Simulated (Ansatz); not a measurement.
Relaxation of CH$_{5}$FSeSi (9 atoms, charge 0, multiplicity 1), to a largest force component of 0.015 eV/Å in at most 40 steps.

All numbers below come from RKS BHLYP/def2-mTZVP in Ansatz.

```xyz
9
Properties=species:S:1:pos:R:3:forces:R:3
F -0.643 0.185 -1.705 -0.52 0.14 -0.87
C -0.121 0.689 -0.548 1.45 0.40 -0.38
Si 0.768 -0.700 0.277 2.42 -0.02 0.55
Se -1.430 1.382 0.632 -1.95 -0.74 0.32
H 0.597 1.501 -0.802 -0.81 -0.47 0.27
H 1.411 -0.192 1.533 -0.25 -0.12 -0.41
H 1.880 -1.200 -0.602 -0.42 0.13 0.19
H -0.098 -1.774 0.596 -0.86 -0.79 0.18
H -2.275 0.063 0.601 0.96 1.46 0.16
```

**Question.** Where does it end, and by what steps?

**Answer.** It converged. After 7 steps the energy has fallen by 0.334 eV; Se4 moved furthest, 0.24 Å.

```
step  energy less start (eV)  largest force component (eV/Å)  accepted
   0                  0.0000                           2.420       yes
   1                 -0.2937                           0.835       yes
   2                 -0.3198                           0.191       yes
   3                 -0.3276                           0.203       yes
   4                 -0.3317                           0.154       yes
   5                 -0.3338                           0.030       yes
   6                 -0.3328                           0.075        no
   7                 -0.3340                           0.008       yes
```

```xyz
9
Properties=species:S:1:pos:R:3
F -0.522 0.266 -1.827
C -0.111 0.680 -0.571
Si 0.817 -0.735 0.291
Se -1.602 1.384 0.464
H 0.531 1.542 -0.711
H 1.441 -0.204 1.511
H 1.850 -1.259 -0.616
H -0.143 -1.797 0.628
H -2.172 0.077 0.812
```

The run took 22 s on 2 threads of Intel(R) Xeon(R) Platinum 8488C (Sapphire Rapids), on a shared host, peak memory 0.28 GiB.
